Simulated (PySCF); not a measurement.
CH5GeN, neutral, multiplicity 1. Atoms are numbered in the order given.

```xyz
8

Ge    -0.1964    -0.1196     0.4311
C      0.6352     1.5292    -0.3291
H      0.2169     2.4357     0.1368
H      0.5263     1.6078    -1.4235
H      1.7149     1.5137    -0.0931
N     -0.0106    -1.1379    -1.0587
H      0.3897    -0.8296    -1.9408
H     -0.3014    -2.1099    -1.0900
```

Coordinates come from a ωB97X-D3(BJ)/def2-SVP optimisation. One conformer was computed; it need not be the lowest.

The numbers are results of r2SCAN/def2-TZVPD (PySCF), not measurements.

Mulliken values depend strongly on the basis, most of all with diffuse functions as here. ESP charges are fitted to the potential on shells at 1.4 to 2.0 van der Waals radii. Atomic charges (e):

| atom | meta-Löwdin | ESP fit | Mulliken |
|---|---|---|---|
| Ge1 | ___ | -0.05 | 0.14 |
| C2 | -0.57 | 0.00 | -0.82 |
| H3 | ___ | 0.01 | 0.24 |
| H4 | ___ | 0.01 | 0.22 |
| H5 | ___ | 0.03 | 0.24 |
| N6 | ___ | -0.55 | -0.39 |
| H7 | 0.22 | 0.27 | 0.20 |
| H8 | 0.23 | 0.27 | 0.18 |

Task: Complete the blanks. (The exact figures need the calculation; the answer reports its results.)

Result: 
- Ge1, meta-Löwdin: 0.37
- H3, meta-Löwdin: 0.12
- H4, meta-Löwdin: 0.11
- H5, meta-Löwdin: 0.13
- N6, meta-Löwdin: -0.61
